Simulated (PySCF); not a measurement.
Isomers of C7H12Si, from PBE0-D3(BJ)/def2-SVP geometry optimisation, gas phase (PySCF 2.14.0). One conformer each, no zero-point energy, no frequencies.

Problem. Which is lowest in electronic energy at this level?
A. `[CH3:1][CH2:2][CH2:3][SiH:4]1[CH:5]=[CH:6][CH:7]=[CH:8]1` with C1–C2–C3–Si4 179°, C2–C3–Si4–C5 172°: A = 4261, B = 846.9, C = 777.2 MHz, dipole 0.66 D
B. `[SiH3:1][CH2:2][C@@H:3]1[CH:4]=[CH:5][C@@H:6]2[CH2:7][C@H:8]12` with Si1–C2–C3–C4 177°: A = 3661, B = 1106, C = 939.6 MHz, dipole 0.67 D
C. `[CH3:1][CH2:2][CH2:3][C:4]1=[CH:5][SiH2:6][CH:7]=[CH:8]1` with C1–C2–C3–C4 179°, C2–C3–C4–C5 107°: A = 4743, B = 808.2, C = 738.9 MHz, dipole 1.15 D

Solution. A. That is `C(CC)[SiH]1C=CC=C1`, 2.7 kcal/mol below the next.

```json
{"SMILES": "CCC[SiH]1C=CC=C1", "mapped SMILES": "[CH3:1][CH2:2][CH2:3][SiH:4]1[CH:5]=[CH:6][CH:7]=[CH:8]1", "E (Eh)": "-562.70727", "relative (kcal/mol)": "0.0", "relative (kJ/mol)": "0.0", "dipole (D)": "0.66"}
{"SMILES": "CCCC1=C[SiH2]C=C1", "mapped SMILES": "[CH3:1][CH2:2][CH2:3][C:4]1=[CH:5][SiH2:6][CH:7]=[CH:8]1", "E (Eh)": "-562.70290", "relative (kcal/mol)": "2.7", "relative (kJ/mol)": "11.5", "dipole (D)": "1.15"}
{"SMILES": "[SiH3]C[C@@H]1C=C[C@@H]2C[C@@H]21", "mapped SMILES": "[SiH3:1][CH2:2][C@@H:3]1[CH:4]=[CH:5][C@@H:6]2[CH2:7][C@H:8]12", "E (Eh)": "-562.68568", "relative (kcal/mol)": "13.5", "relative (kJ/mol)": "56.7", "dipole (D)": "0.67"}
```

As drawn, the highest has a three-membered ring, which the lowest lacks.
